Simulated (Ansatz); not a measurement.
System: C4H2BrSe (charge -1, singlet). It need not be the lowest isomer of its formula. Whether it binds its extra electron was not tested at this geometry. 
Structure (B3LYP-D3(BJ)/def2-TZVP (Ansatz, a first-principles code) minimum search):
```
C
C 1 1.3584
H 2 1.0784 1 127.91
C 1 1.4157 2 122.71 3 180.00
C 4 1.3370 1 109.25 2 0.00
H 5 1.0806 4 132.18 1 180.00
Se 2 1.8733 3 121.67 1 180.00
Br 1 1.9787 2 116.33 3 0.00
```
Charge -1, spin multiplicity 1.

Basis-set convergence of Hartree-Fock and CCSD(T) correlation energies (hartree) with Ansatz. Cores are frozen in the correlated levels unless marked. No spin-orbit coupling. Frozen are the shells of the preceding noble gas and the d and f shells that filled before the atom's block. Non-relativistic. This anion needs diffuse functions, which these sets lack.

The Hartree-Fock reference is unstable (checked in the largest basis), which strains HF and MP2. 

| basis | functions | E(HF) | E(corr, CCSD(T)) |
|---|---|---|---|
| cc-pVDZ | 120 | -5124.75441 | -0.83220 |
| cc-pVTZ | 234 | -5124.95158 | -1.04189 |
| cc-pVQZ | 416 | ___ | ___ |

Question: Fill in the missing entries.

Answer: 
- cc-pVQZ, E(HF): -5124.96960
- cc-pVQZ, E(corr, CCSD(T)): -1.11138
